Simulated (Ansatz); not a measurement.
`CC(C)[Si]F` + `[OH][Sn][Br]` → `C[O][Sn][Br]` + `CC[Si]F`  (substitution at a C–C bond)

Computed with Ansatz on PBE0-D4/def2-TZVP structures; ΔE is electronic, products minus reactants. CCSD(T)/CBS adds triple-zeta CCSD(T) − MP2 to the extrapolated MP2 energy (def2 sets, frozen cores). Functionals use def2-TZVPP. def2 core potentials past Kr. For Br, Sn outer-core shells are correlated without core-valence functions, which leaves a few kJ/mol of doubt a bond. Scalar relativity is left out up to krypton. One conformer a species, not always the lowest.

`CC(C)[Si]F`:

Z-matrix (Å, degrees):
```
C
C 1 1.523
H 1 1.095 2 111.1
H 1 1.094 2 112.1 3 -120.0
H 1 1.093 2 110.9 3 119.7
C 2 1.534 1 111.8 3 -57.5
Si 2 1.901 1 115.1 3 -177.4
H 2 1.099 1 109.6 3 62.6
H 6 1.095 2 110.8 1 62.4
H 6 1.094 2 111.0 1 -57.0
H 6 1.097 2 112.8 1 -177.9
F 7 1.622 2 99.0 1 47.7
```

`[OH][Sn][Br]`:

```xyz
4

O     0.421   -0.690    0.625
Sn   -0.688    0.868    0.134
Br   -0.158    0.726   -2.322
H     0.425   -0.904    1.563
```

`C[O][Sn][Br]`:

Z-matrix (Å, degrees):
```
C
O 1 1.404
H 1 1.095 2 109.5
H 1 1.095 2 112.5 3 120.8
H 1 1.095 2 109.5 3 -118.4
Sn 2 1.958 1 132.6 3 -120.8
Br 6 2.546 2 99.3 1 0.0
```

`CC[Si]F`:

```xyz
9

C     0.801    0.303   -0.414
C    -0.329   -0.658   -0.067
Si   -1.848   -0.016    0.859
F    -1.243    1.352    1.483
H     1.157    0.831    0.472
H     1.653   -0.215   -0.861
H     0.469    1.062   -1.126
H     0.033   -1.460    0.603
H    -0.693   -1.201   -0.950
```

CCSD(T)/CBS gives +41.1 kJ/mol.

(1) Another level gave +33.7 kJ/mol. Which?
A. MP2/def2-TZVPP
B. PBE/def2-TZVPP
C. LDA (SPW92)/def2-TZVPP
D. BLYP/def2-TZVPP

(2) What do rigid-rotor, harmonic-oscillator terms from PBE0-D4/def2-TZVP frequencies (298.15 K, 1 bar) make of the CCSD(T)/CBS value? (Best estimate.)

Largest T1 diagnostic among the species: 0.015.

Results:

(1) B. PBE 33.7, LDA (SPW92) 37.8, BLYP 25.3, MP2/def2-TZVPP 45.1 kJ/mol.

(2) Ansatz gave: ΔZPE = -0.5 kJ/mol, ΔH = +41.4 kJ/mol, ΔS = 12 J/(mol·K), ΔG = +37.8 kJ/mol. Modes under 50 cm⁻¹ make the entropy rough.

At CCSD(T), def2-SVP lies −13.6 kJ/mol from the extrapolated value and def2-TZVPP −1.1 kJ/mol. In def2-TZVPP, CCSD(T) changes the Hartree–Fock value by +12.6 kJ/mol (the triples alone add +0.8 kJ/mol) and MP2 by +17.7 kJ/mol. From BLYP to BHLYP (50 % exact exchange), in def2-TZVPP and without D4, ΔE moves by +5.4 kJ/mol.
